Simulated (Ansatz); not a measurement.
Reaction (formal exchange of groups at the In–N bond): `C=C/C=[N]\[InH2]` + `B[TeH]` → `[InH2][BH][TeH]` + `C=CC=N`

Program: Ansatz. Geometries: PBE0-D4/def2-TZVP. ΔE: electronic, gas phase. CBS: MP2 limit from def2 TZ/QZ plus the TZ coupled-cluster correction, frozen cores. def2 core potentials past Kr. For In, Te outer-core shells are correlated without core-valence functions, which leaves a few kJ/mol of doubt a bond. One conformer a species, not always the lowest.

| species | CCSD(T)/CBS(def2) energy (Eh) |
| --- | --- |
| `C=C/C=[N]\[InH2]` | -362.21401 |
| `B[TeH]` | -294.31292 |
| `[InH2][BH][TeH]` | -484.70285 |
| `C=CC=N` | -171.81851 |

(1) Work out ΔE.

Largest T1 diagnostic among the species: 0.017.

Results:

(1) ΔE = (-484.70285) + (-171.81851) − (-362.21401) − (-294.31292) = 0.00557 Eh = +14.6 kJ/mol.

Leaving LDA and LC-ωPBE aside and taking each functional with its dispersion term where it has one, the values, not all of them listed here, spread over 18.3 kJ/mol, from PBE0-D4 to BLYP-D4. From BLYP to BHLYP (50 % exact exchange), in def2-TZVPP and without D4, ΔE moves by −7.2 kJ/mol. In def2-TZVPP, CCSD(T) changes the Hartree–Fock value by −7.8 kJ/mol (the triples alone add +1.6 kJ/mol) and MP2 by −3.4 kJ/mol.
